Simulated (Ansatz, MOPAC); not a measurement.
Molecule: CH₂NO (charge 0, doublet). SMILES: [NH]C=O

Atoms: N1, C2, O3, H4, H5. Bonds: N1-C2, N1-H4, C2-O3, C2-H5.

Bond lengths (Å) and angles (degrees) optimised at PM6 with MOPAC; PM7 with MOPAC; MNDO with MOPAC; HF/STO-3G with Ansatz (a first-principles code); HF/6-31G* with Ansatz; PBE/6-31G* with Ansatz, each started from the B3LYP-D3(BJ)/def2-TZVP structure (Ansatz) of the last column. A row stands for all coordinates that are equal there; 7 of 8 kinds are shown. 6-31G* holds six Cartesian d functions. No wavenumbers were computed at MNDO, HF/STO-3G, PBE/6-31G*, so these may be saddle points.

| coordinate | PM6 | PM7 | MNDO | HF/STO-3G | HF/6-31G* | PBE/6-31G* | B3LYP-D3(BJ)/def2-TZVP |
|---|---|---|---|---|---|---|---|
| N1-C2 | 1.412 | 1.391 | 1.424 | 1.393 | 1.351 | 1.306 | 1.386 |
| N1-H4 | 1.006 | 0.994 | 1.003 | 1.054 | 1.010 | 1.026 | 1.025 |
| C2-O3 | 1.212 | 1.209 | 1.223 | 1.333 | 1.239 | 1.244 | 1.202 |
| C2-H5 | 1.110 | 1.107 | 1.110 | 1.098 | 1.080 | 1.140 | 1.115 |
| N1-C2-O3 | 122.4 | 122.0 | 122.0 | 119.4 | 123.1 | 138.3 | 125.9 |
| C2-N1-H4 | 121.5 | 122.4 | 112.3 | 105.8 | 107.8 | 116.1 | 111.6 |
| N1-C2-H5 | 112.7 | 114.2 | 113.5 | 121.5 | 116.5 | 111.0 | 111.2 |

Mean signed difference of all 4 bond lengths from B3LYP-D3(BJ)/def2-TZVP: PM6 0.003 Å, PM7 -0.007 Å, MNDO 0.008 Å, HF/STO-3G 0.037 Å, HF/6-31G* -0.012 Å, PBE/6-31G* -0.003 Å.
